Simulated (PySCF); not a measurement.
Relaxation of quartet NiH₃

Computed with PySCF, UPBE0, basis Ni def2-TZVP, H def2-TZVP (no relativity, density fitting). A (50,194) grid was used.

A hand-made trigonal pyramidal start, of C3v symmetry, held to at least that symmetry:

```xyz
4
charge 0 multiplicity 4, angstrom
Ni    0.0000    0.0000   -0.0331
H     1.2538    0.0000    0.6335
H    -0.6269    1.0858    0.6335
H    -0.6269   -1.0858    0.6335
```

Optimiser trace:
| step | E − E(last) (kJ/mol) | largest gradient (Eh/bohr) |
| --- | --- | --- |
| 0 | 105.04 | 0.04557 |
| 1 | 51.23 | 0.02251 |
| 2 | 15.72 | 0.01863 |
| 3 | 12.09 | 0.01672 |
| 4 | 8.98 | 0.01327 |
| 5 | 3.15 | 0.00649 |
| 6 | 0.35 | 0.00193 |
| 7 | 0.02 | 0.00047 |
| 8 | 0.00 | 0.00004 |

It ends at D3h with Ni–H 1.556 Å (×3); H–Ni–H 120.0° (×3). A frequency run shows a minimum. Other isomers or separated fragments may lie lower.

Final geometry:
Z-matrix (Å, degrees; charge 0 multiplicity 4):
```
Ni
H  1 1.5563
H  1 1.5563 2 120.00
H  1 1.5563 2 120.00 3 180.00
```

Open d and f shells are described by one determinant, and the ground state may have another occupation or spin. At this level a doublet minimum of C2v symmetry lies 204 kJ/mol below this structure.

The relaxation took of the order of 80 core-seconds on a shared host.
